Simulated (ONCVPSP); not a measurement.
## Varying the ONCV potential for antimony (Sb)

Base potential:

- Element: antimony (Sb)
- Generator: ONCVPSP 4.0.1
- Type: optimised norm-conserving Vanderbilt (ONCV)
- Functional: LDA (Perdew-Zunger)
- Relativity: fully relativistic
- Frozen core: [Kr]
- Valence charge: 15
- Reference configuration: 4d10 5s2 5p3
- Partial waves: 5s: rc 1.50 bohr, ncon 3, nbas 7, qcut 3.4 1/bohr, local; 5p: rc 2.45 bohr, ncon 5, nbas 8, qcut 3.8 1/bohr, 2 projectors, debl 1.9 Ha; 4d: rc 1.50 bohr, ncon 4, nbas 9, qcut 8.2 1/bohr, 2 projectors, debl 2.5 Ha
- Local potential: the s channel
- Core correction: Teter function, fcfact 3.25, rcfact 1.4

Open shells are filled in proportion to 2j + 1.

All-electron outer shells of the reference configuration (LDA (Perdew-Zunger), scalar-relativistic, ld1.x):

```
shell  level (eV)  outermost node (bohr)  outermost maximum (bohr)
   4s     -148.49                   0.39                      0.73
   4p     -101.60                   0.39                      0.76
   4d      -33.55                   0.38                      0.84
   5s      -13.09                   0.95                      1.88
   5p       -5.00                   1.04                      2.32
```

Cutoffs, loose and tight: the cutoffs (Ha) at which the residual kinetic energy of the hardest occupied pseudo-wave falls to 1 and 0.1 mHa per electron. They do not see the model core or the augmentation charge, which bear on the density cutoff. Test errors are all-electron minus pseudo excitation energies from the reference, over the configurations 4d10 5s2 5p2; 4d10 5s2 5p1; 4d10 5s2 5p0; 4d9 5s2 5p3. A dash means not determined; rows that change the core or the reference have their own tests.

```csv
change,outcome,"cutoff, loose","cutoff, tight",bound ghosts,GHOST(+) flags above zero,largest test error (meV)
base,generated,56 Ha,93 Ha,none,none,-132
s: qcut 2.5; p: qcut 2.8; d: qcut 6,generated,136 Ha,173 Ha,none,p1/2,+21
s: qcut 2.7; p: qcut 3; d: qcut 6.6,generated,127 Ha,147 Ha,none,none,-29
s: qcut 3.1; p: qcut 3.5; d: qcut 7.6,generated,42 Ha,132 Ha,none,none,-99
s: qcut 3.8; p: qcut 4.2; d: qcut 9.2,generated,58 Ha,75 Ha,none,none,-169
s: qcut 4.1; p: qcut 4.6; d: qcut 9.9,generated,57 Ha,75 Ha,none,none,-188
s: qcut 4.3; p: qcut 4.8; d: qcut 10.3,generated,55 Ha,74 Ha,none,none,-195
s: qcut 4.6; p: qcut 5.2; d: qcut 11.2,"failed: ERROR pspot: first pseudo wave function has node, program will stop",–,–,–,–,–
s: qcut 4.9; p: qcut 5.5; d: qcut 11.8,"failed: ERROR pspot: first pseudo wave function has node, program will stop",–,–,–,–,–
```

Task: What comes out with this change to the base: s: qcut 2.2; p: qcut 2.5; d: qcut 5.4?

Result: outcome: generated; cutoff, loose: 141 Ha; cutoff, tight: 184 Ha; bound ghosts: none; GHOST(+) flags above zero: p1/2; largest test error (meV): +68.

Task: What comes out with this change to the base: p: qcut 3.7; d: qcut 8.1?

Result: outcome: generated; cutoff, loose: 56 Ha; cutoff, tight: 106 Ha; bound ghosts: none; GHOST(+) flags above zero: none; largest test error (meV): -127.
